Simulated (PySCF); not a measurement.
BMe2F: computed shieldings and shifts

BMe2F, C2H6BF, point group C1.

Geometry (Å), atoms numbered from 1 in this order:
```xyz
10

B    -0.286   -0.477   -0.016
C     1.279   -0.571   -0.010
H     1.597   -0.608    1.049
H     1.766    0.312   -0.448
H     1.658   -1.485   -0.489
C    -1.101    0.860    0.018
H    -1.320    1.134   -1.031
H    -0.543    1.703    0.453
H    -2.072    0.754    0.525
F    -0.979   -1.621   -0.051
```

GIAO calculations in PySCF 2.14.0 with density-fitted response routines on the PBE0-D3(BJ)/def2-SVP structure: isolated species, non-relativistic, equivalent atoms averaged; basis pcSseg-1.

Task: Give the isotropic shieldings (ppm) with B3LYP, PBE0.

Result: 
| atoms | environment | B3LYP | PBE0 |
| --- | --- | --- | --- |
| F10 | fluorine bonded to B | 178.5 | 180.1 |
| C2/C6 | carbon bonded to B, 3 H | 172.4 | 177.1 |
| B1 | boron bonded to 2 C, F | 35.7 | 39.4 |
| H3/H4/H5/H7/H8/H9 | hydrogen on a carbon bonded to B | 30.87 | 30.73 |
| HOMO–LUMO gap (eV) | – | 8.36 | 8.83 |

Task: And the chemical shifts, against references computed in the same way?

Result: 
| atoms | nucleus, reference | B3LYP | PBE0 |
| --- | --- | --- | --- |
| F10 | 19F, CFCl3 | -6.5 | -2.9 |
| C2/C6 | 13C, TMS | 6.8 | 7.3 |
| B1 | 11B, BF3·OEt2 | 62.1 | 61.3 |
| H3/H4/H5/H7/H8/H9 | 1H, TMS | 0.51 | 0.54 |

Task: Which part of the shielding of F10 depends on the functional?

Result: Diamagnetic: B3LYP 470, PBE0 469 ppm; paramagnetic: B3LYP -291, PBE0 -289 ppm.

Task: What couplings does B3LYP/pcJ-1 (spin–dipole term only in couplings to heteroatoms) give?

Result: 1J(B1,F10) = -177.4, 1J(C2,H3) = 124.6, 1J(B1,C2) = 61.4, 2J(C2,F10) = 21.8, 2J(H3,H4) = -15.9, 2J(C2,C6) = 11.8, 2J(B1,H3) = -4.9, 3J(H3,F10) = 13.8 Hz (averaged over equivalent pairs; isotopes 11B, 19F, 13C, 1H).

Unscaled 19F shifts against computed CFCl3 carry errors that often reach 10 to 50 ppm.
